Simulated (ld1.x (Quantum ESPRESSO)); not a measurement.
## iodine (I), PAW: configuration errors across variants

```
Element                 : I
Generator               : ld1.x (Quantum ESPRESSO) 7.5
Type                    : PAW
Functional              : PBE
Relativity              : scalar-relativistic
Frozen core             : [Kr] 4d10
Valence charge          : 7
Reference configuration : 5s2 5p3 (charge +2)
Partial waves           : 5s (bound): rcut 1.65, rcutus 1.95 bohr; 5s channel at 2.3 Ry: rcut 1.65, rcutus 1.95 bohr; 5p (bound): rcut 1.60, rcutus 1.90 bohr; 5p channel at -1.4 Ry: rcut 1.60, rcutus 1.90 bohr
Local potential         : all-electron potential smoothed inside 1.65 bohr (lloc = -2)
Core correction         : Bessel-smoothed model core, default radius (core density twice the valence density)
Augmentation charge     : PSQ, inside the norm-conserving radii
```

All-electron excitation energies from the reference (eV): (1) 5s2 5p5 -30.977; (2) 5s2 5p4 -19.846; (3) 5s2 5p2 29.328; (4) 5s2 5p5.3 -32.760; (5) 5s1 5p5 -8.866; (6) 5s1 5p6 -20.563; (7) 5s2 5p4.5 -26.445.

2 further variants failed, have other tests or too few solved ones, and are left out.

A true bound ghost makes a file unfit for plane-wave use even where its test errors are small: the radial tests pick states by their node count and pass the ghost by.

Errors AE − PS in meV (a dash: test not solved or not reliable):

```tsv
change	(1)	(2)	(3)	(4)	(5)	(6)	(7)	bound ghosts
base	-14	-3.8	-29	-17	+3.8	+1.4	-9.3	d
waves 5s (bound): rcut 1.60, rcutus 1.70 bohr; 5s channel at 2.3 Ry: rcut 1.60, rcutus 1.70 bohr	–	–	–	–	–	–	–	d
waves 5s (bound): rcut 1.65, rcutus 1.84 bohr; 5s channel at 2.3 Ry: rcut 1.65, rcutus 1.84 bohr	-15	-3.9	-29	-17	+3.6	–	–	d
waves 5s (bound): rcut 1.65, rcutus 2.10 bohr; 5s channel at 2.3 Ry: rcut 1.65, rcutus 2.10 bohr	–	–	–	–	–	–	–	d
waves 5s (bound): rcut 1.65, rcutus 2.28 bohr; 5s channel at 2.3 Ry: rcut 1.65, rcutus 2.28 bohr	-14	-3.6	-28	-16	+4.5	+2.3	-8.8	d
waves 5s (bound): rcut 1.65, rcutus 2.78 bohr; 5s channel at 2.3 Ry: rcut 1.65, rcutus 2.78 bohr	-11	-2.8	-26	-13	+5.0	–	–	d
waves 5s (bound): rcut 1.65, rcutus 2.98 bohr; 5s channel at 2.3 Ry: rcut 1.65, rcutus 2.98 bohr	-9.8	-2.3	-25	-11	+5.1	–	–	d
```

Problem. Give the same row for: waves 5s (bound): rcut 1.65, rcutus 2.54 bohr; 5s channel at 2.3 Ry: rcut 1.65, rcutus 2.54 bohr.

Solution. -14, -3.7, -29, -16, +4.3, +1.9, -9.0; bound ghosts: d.
